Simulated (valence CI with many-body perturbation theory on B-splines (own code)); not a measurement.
## Eu XL: E2, M1 decay

Calculated by relativistic CI+MBPT: six valence electrons over a frozen Dirac-Fock core [Ar], radial functions for each j: 7 s, 7 p, 8 d, 6 f, 4 g, 1 h, with the one-electron correlation potential Σ1 (screened to all orders), the two-electron term Σ2, the three-electron term Σ3, Breit, model QED; selected single and double excitations, second order for the rest, scaled by the run's own slope (own B-spline code, finite nucleus).

The last digits are not significant, and no measured levels were compared; by estimate large intervals hold to a few tenths of a per cent, small ones and those within an open d or f shell to about a per cent. Core correlation moves these levels by up to 8800 cm⁻¹, and in measured spectra 5 to 20 % of such shifts remained as error; rates that hang on mixing are uncertain with them. Among the levels kept, up to 970 cm⁻¹ of a level comes from second order outside the variational space, and about a tenth of that is noise between levels of different J, which matters for small intervals. Only levels of the ground parity were solved; by the run's estimate the other parity begins above the list, which can be wrong where configurations are misplaced.

Lines 1 to 50 of 120 in falling wavelength, among levels below 1158100 cm⁻¹, chosen from the decays that carry over 1 % of a level's rate. Wavelengths and rates use the calculated energies. Electric multipoles are in the length gauge, E1 and E2 with the static RPA response of the core. S is in atomic units (e²a₀⁴ for E2 and M2, e²a₀⁶ for E3), for M1 in squared Bohr magnetons. Weak lines are less certain than strong ones. Lines between different terms over intervals too small for the method are left out, as are lines whose strength nearly cancels. The highest levels of a list are the least certain.

Levels are named by their leading jj configuration (3d3/2^4 stands for four electrons in 3d with j = 3/2), which in mixed levels can hold well under half, so a name can repeat and another be missing. Letters in brackets count levels of one name in rising energy.

| λ vac (Å) | Upper | Lower | Type | A (s⁻¹) | S (a.u.) |
| --- | --- | --- | --- | --- | --- |
| 2109 | (3d3/2^4 3d5/2^2) J=2 | (3d3/2^4 3d5/2^2) J=4 | E2 | 9.26e-03 | 1.72e-03 |
| 1993 | (3d3/2^3 3d5/2^3) J=5 | (3d3/2^3 3d5/2^3) J=4 [a] | M1 | 1.13e+03 | 3.65e+00 |
| 1331 | (3d3/2^3 3d5/2^3) J=2 [b] | (3d3/2^3 3d5/2^3) J=3 [b] | M1 | 2.44e+03 | 1.07e+00 |
| 1240 | (3d3/2^3 3d5/2^3) J=4 [b] | (3d3/2^3 3d5/2^3) J=3 [b] | M1 | 1.80e+03 | 1.14e+00 |
| 1232 | (3d3/2^3 3d5/2^3) J=2 [a] | (3d3/2^3 3d5/2^3) J=1 [a] | M1 | 2.79e+03 | 9.66e-01 |
| 1209 | (3d3/2^3 3d5/2^3) J=2 [b] | (3d3/2^3 3d5/2^3) J=2 [a] | M1 | 1.26e+03 | 4.12e-01 |
| 1050 | (3d3/2^4 3d5/2^2) J=0 | (3d3/2^4 3d5/2^2) J=2 | E2 | 9.48e-01 | 1.08e-03 |
| 1035 | (3d3/2^3 3d5/2^3) J=1 [a] | (3d3/2^4 3d5/2^2) J=0 | M1 | 1.48e+04 | 1.83e+00 |
| 1031 | (3d3/2^3 3d5/2^3) J=3 [b] | (3d3/2^3 3d5/2^3) J=4 [a] | M1 | 4.17e+03 | 1.18e+00 |
| 928.9 | (3d3/2^3 3d5/2^3) J=3 [c] | (3d3/2^3 3d5/2^3) J=3 [b] | M1 | 1.35e+03 | 2.81e-01 |
| 867.6 | (3d3/2^3 3d5/2^3) J=3 [c] | (3d3/2^3 3d5/2^3) J=2 [a] | M1 | 3.78e+03 | 6.41e-01 |
| 843.8 | (3d3/2^3 3d5/2^3) J=3 [b] | (3d3/2^3 3d5/2^3) J=3 [a] | M1 | 8.02e+03 | 1.25e+00 |
| 799.2 | (3d3/2^2 3d5/2^4) J=5 | (3d3/2^3 3d5/2^3) J=4 [b] | M1 | 1.82e+04 | 3.78e+00 |
| 784.2 | (3d3/2^3 3d5/2^3) J=4 [b] | (3d3/2^3 3d5/2^3) J=5 | M1 | 3.52e+03 | 5.67e-01 |
| 762.9 | (3d3/2^2 3d5/2^4) J=3 [a] | (3d3/2^3 3d5/2^3) J=2 [b] | M1 | 9.65e+03 | 1.11e+00 |
| 716.6 | (3d3/2^2 3d5/2^4) J=2 [a] | (3d3/2^3 3d5/2^3) J=3 [b] | M1 | 8.40e+03 | 5.73e-01 |
| 662.9 | (3d3/2^2 3d5/2^4) J=2 [d] | (3d3/2^2 3d5/2^4) J=2 [c] | M1 | 7.77e+03 | 4.20e-01 |
| 648.6 | (3d3/2^2 3d5/2^4) J=2 [c] | (3d3/2^2 3d5/2^4) J=3 [a] | M1 | 6.68e+03 | 3.38e-01 |
| 622.3 | (3d3/2^3 3d5/2^3) J=0 | (3d3/2^3 3d5/2^3) J=1 [a] | M1 | 4.20e+04 | 3.75e-01 |
| 617.1 | (3d3/2^3 3d5/2^3) J=3 [a] | (3d3/2^4 3d5/2^2) J=2 | M1 | 4.91e+04 | 3.00e+00 |
| 610.4 | (3d3/2^2 3d5/2^4) J=3 [b] | (3d3/2^3 3d5/2^3) J=4 [b] | M1 | 4.49e+04 | 2.65e+00 |
| 610.2 | (3d3/2^3 3d5/2^3) J=2 [b] | (3d3/2^3 3d5/2^3) J=1 [a] | M1 | 1.10e+04 | 4.65e-01 |
| 590.4 | (3d3/2^2 3d5/2^4) J=3 [b] | (3d3/2^3 3d5/2^3) J=2 [b] | M1 | 9.45e+03 | 5.05e-01 |
| 575.1 | (3d3/2^3 3d5/2^3) J=1 [b] | (3d3/2^3 3d5/2^3) J=1 [a] | M1 | 1.76e+04 | 3.73e-01 |
| 562.8 | (3d3/2^3 3d5/2^3) J=4 [b] | (3d3/2^3 3d5/2^3) J=4 [a] | M1 | 1.16e+04 | 6.93e-01 |
| 562.5 | (3d3/2^2 3d5/2^4) J=4 [b] | (3d3/2^3 3d5/2^3) J=3 [c] | M1 | 1.13e+04 | 6.68e-01 |
| 561.3 | (3d3/2^2 3d5/2^4) J=4 [c] | (3d3/2^2 3d5/2^4) J=5 | M1 | 1.34e+04 | 7.89e-01 |
| 554.6 | (3d3/2^2 3d5/2^4) J=4 [a] | (3d3/2^3 3d5/2^3) J=3 [b] | M1 | 1.21e+04 | 6.91e-01 |
| 549.7 | (3d3/2 3d5/2^5) J=3 | (3d3/2^2 3d5/2^4) J=4 [c] | M1 | 5.94e+04 | 2.56e+00 |
| 528.9 | (3d3/2^2 3d5/2^4) J=1 | (3d3/2^3 3d5/2^3) J=1 [b] | M1 | 6.66e+04 | 1.10e+00 |
| 521.4 | (3d3/2^3 3d5/2^3) J=1 [a] | (3d3/2^4 3d5/2^2) J=2 | M1 | 2.44e+05 | 3.85e+00 |
| 516.5 | (3d3/2^3 3d5/2^3) J=2 [b] | (3d3/2^3 3d5/2^3) J=3 [a] | M1 | 7.40e+04 | 1.89e+00 |
| 515.4 | (3d3/2 3d5/2^5) J=2 | (3d3/2^2 3d5/2^4) J=2 [c] | M1 | 2.22e+04 | 5.63e-01 |
| 502.3 | (3d3/2^2 3d5/2^4) J=1 | (3d3/2^3 3d5/2^3) J=2 [b] | M1 | 4.33e+04 | 6.10e-01 |
| 494.4 | (3d3/2^2 3d5/2^4) J=1 | (3d3/2^3 3d5/2^3) J=0 | M1 | 7.94e+04 | 1.07e+00 |
| 491.0 | (3d3/2^2 3d5/2^4) J=4 [c] | (3d3/2^2 3d5/2^4) J=4 [a] | M1 | 1.57e+04 | 6.21e-01 |
| 489.3 | (3d3/2^2 3d5/2^4) J=2 [b] | (3d3/2^3 3d5/2^3) J=1 [b] | M1 | 7.98e+03 | 1.73e-01 |
| 486.6 | (3d3/2 3d5/2^5) J=3 | (3d3/2^2 3d5/2^4) J=2 [c] | M1 | 9.96e+04 | 2.98e+00 |
| 485.0 | (3d3/2^2 3d5/2^4) J=3 [a] | (3d3/2^3 3d5/2^3) J=3 [b] | M1 | 1.60e+04 | 4.74e-01 |
| 477.4 | (3d3/2^3 3d5/2^3) J=3 [a] | (3d3/2^4 3d5/2^2) J=4 | M1 | 2.07e+05 | 5.85e+00 |
| 467.7 | (3d3/2^2 3d5/2^4) J=3 [a] | (3d3/2^3 3d5/2^3) J=2 [a] | M1 | 6.64e+04 | 1.76e+00 |
| 466.5 | (3d3/2^2 3d5/2^4) J=2 [b] | (3d3/2^3 3d5/2^3) J=2 [b] | M1 | 2.53e+04 | 4.75e-01 |
| 452.9 | (3d3/2^2 3d5/2^4) J=2 [c] | (3d3/2^2 3d5/2^4) J=2 [a] | M1 | 5.52e+03 | 9.50e-02 |
| 451.0 | (3d3/2^2 3d5/2^4) J=2 [d] | (3d3/2^2 3d5/2^4) J=2 [b] | M1 | 6.76e+03 | 1.15e-01 |
| 440.3 | (3d3/2^2 3d5/2^4) J=4 [a] | (3d3/2^3 3d5/2^3) J=5 | M1 | 9.13e+04 | 2.60e+00 |
| 438.0 | (3d3/2^2 3d5/2^4) J=2 [a] | (3d3/2^3 3d5/2^3) J=1 [a] | M1 | 1.26e+05 | 1.96e+00 |
| 433.0 | (3d3/2^3 3d5/2^3) J=4 [a] | (3d3/2^4 3d5/2^2) J=4 | M1 | 2.61e+05 | 7.08e+00 |
| 409.0 | (3d3/2^2 3d5/2^4) J=3 [b] | (3d3/2^3 3d5/2^3) J=3 [b] | M1 | 1.46e+05 | 2.59e+00 |
| 400.8 | (3d3/2^2 3d5/2^4) J=0 [a] | (3d3/2^3 3d5/2^3) J=1 [a] | M1 | 7.30e+05 | 1.74e+00 |
| 396.7 | (3d3/2^2 3d5/2^4) J=3 [b] | (3d3/2^3 3d5/2^3) J=2 [a] | M1 | 8.45e+04 | 1.37e+00 |
